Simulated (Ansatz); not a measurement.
Molecule: sum formula H₃BPO₂, charge -1, multiplicity 1. It need not be the lowest isomer of its formula. Whether it binds its extra electron was not tested at this geometry. 
Coordinates optimised at B3LYP-D3(BJ)/def2-TZVP (Ansatz, a program for electronic structure):
SMILES: OB(O)[PH-]
```xyz
7

O     -0.2591     1.4676     0.7872
B     -0.2931     0.2169     0.1471
O     -1.6253    -0.2743     0.0552
P      1.1438    -0.7593    -0.5293
H     -1.1642     1.7073     1.0200
H     -1.6086    -1.1276    -0.3863
H      2.1575     0.1788    -0.1688
```
Charge -1, spin multiplicity 1.

Total electronic energies in hartree. Valence correlation only, unless marked. No spin-orbit coupling. No relativistic terms. CBS marks a two-point X^-3 extrapolation of the correlation energy; Hartree-Fock from the larger set. [CCSD(T)-MP2]/basis is that difference in the basis named.

| level | program | energy (Eh) |
|---|---|---|
| HF/cc-pV(D+d)Z | Ansatz | -517.00809 |
| HF/aug-cc-pV(T+d)Z | Ansatz | -517.09759 |
| RI-HF/cc-pV(Q+d)Z | Ansatz | -517.10816 |
| PBE/def2-TZVPD | Ansatz | -518.32049 |
| r2SCAN/def2-TZVPD | Ansatz | -518.56151 |
| B97M-V/def2-TZVPD | Ansatz | -518.55677 |
| B2PLYP-D3(BJ)/def2-TZVPD | Ansatz + dftd3 | ? |
| MP2/aug-cc-pV(Q+d)Z | Ansatz | -517.92660 |
| MP2/cc-pV(Q+d)Z | Ansatz | -517.91413 |
| CCSD/aug-cc-pV(T+d)Z | Ansatz | -517.88325 |
| CCSD(T)/STO-3G | Ansatz | -510.79665 |
| CCSD(T)/cc-pV(D+d)Z | Ansatz | -517.63950 |
| CCSD(T) with core electrons (1s frozen past Ne)/cc-pwCVTZ | Ansatz | -518.31818 |
| RI-MP2/CBS(aug-cc-pV(T+d)Z,aug-cc-pV(Q+d)Z)+[CCSD(T)-MP2]/aug-cc-pV(Q+d)Z | Ansatz | -518.0123 |
| CCSD(T)/CBS(aug-cc-pV(T+d)Z,aug-cc-pV(Q+d)Z) | Ansatz | -518.0088 |

Task: What belongs in the gaps?

Result: 
- B2PLYP-D3(BJ)/def2-TZVPD, energy (Eh): -518.43416
